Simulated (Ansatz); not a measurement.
Molecule: C₆H₇, charge 0, multiplicity 2. It need not be the lowest isomer of its formula. 
Structure (B3LYP-D3(BJ)/def2-TZVP (Ansatz, an electronic-structure program) minimum search):
```
C
C 1 1.3485
H 2 1.0796 1 126.74
C 2 1.4527 3 125.97 1 -180.00
C 4 1.3280 2 114.00 3 180.00
H 5 1.0779 4 129.76 2 -180.00
C 1 1.4904 2 128.13 3 0.00
H 7 1.0901 1 111.23 2 0.00
H 7 1.0942 8 108.01 1 122.42
H 7 1.0942 8 108.01 9 115.15
C 1 1.5118 2 108.80 3 -180.00
H 11 1.0960 1 111.32 2 120.52
H 11 1.0960 12 106.74 1 -121.66
```
Charge 0, spin multiplicity 2.

Property: atomisation energy (electronic, to ground-state atoms), in kcal/mol. Valence correlation only, unless marked. Open shells are spin-unrestricted. Spin-orbit coupling is left out. No relativistic terms. The coupled-cluster limit lacks core correlation, which all-electron functionals hold. CBS marks a two-point X^-3 extrapolation of the correlation energy; Hartree-Fock from the larger set.

```csv
level,program,atomisation energy (kcal/mol)
HF/cc-pVDZ,Ansatz,999.2
SVWN5/def2-TZVPD,Ansatz,1562.9
r2SCANh/def2-TZVPD,Ansatz,1358.0
CAM-B3LYP-D4/def2-TZVPD,Ansatz + dftd4,1361.0
```

**Question.** What does CCSD(T)/CBS(cc-pVTZ,cc-pVQZ) (Ansatz) give?

**Answer.** 1351.3 kcal/mol, so CAM-B3LYP-D4/def2-TZVPD differs from it by 9.7 kcal/mol.
